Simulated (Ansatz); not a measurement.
One change: `C[SiH2]C(C)=S` becomes `C=CC(C)=S`.

Ansatz, PBE0-D4/def2-TZVP geometries, multiplicity 1. Each molecule was computed in one conformer, which needn't be the lowest.

```csv
property,`C[SiH2]C(C)=S`
size of the dipole moment (ωB97M-V/def2-TZVPP) / D,1.56
HOMO energy (B3LYP/def2-TZVPP) / eV,-6.01
HOMO energy (ωB97M-V/def2-TZVPP) / eV,-8.43
size of the dipole moment (PBE/def2-TZVPP) / D,1.52
HOMO energy (PBE/def2-TZVPP) / eV,-5.05
HOMO–LUMO gap (PBE0/def2-TZVPP) / eV,3.92
```

Problem. What does the change do to each property? (Estimate.)

Solution. Ansatz gave: 
```tsv
property	`C=CC(C)=S`	shift
size of the dipole moment (ωB97M-V/def2-TZVPP) / D	2.66	1.10
HOMO energy (B3LYP/def2-TZVPP) / eV	-6.08	-0.07
HOMO energy (ωB97M-V/def2-TZVPP) / eV	-8.56	-0.13
size of the dipole moment (PBE/def2-TZVPP) / D	2.67	1.15
HOMO energy (PBE/def2-TZVPP) / eV	-5.11	-0.06
HOMO–LUMO gap (PBE0/def2-TZVPP) / eV	3.80	-0.12
```

With PBE0 the HOMO falls by 0.09 eV and the LUMO falls by 0.21 eV, so the gap narrows by about 0.12 eV. PBE moves the HOMO by -0.06 eV and ωB97M-V by -0.13 eV. Dipoles are sizes alone; their direction can turn.

B3LYP here is the variant with VWN-RPA as its local correlation; programs differ in this.
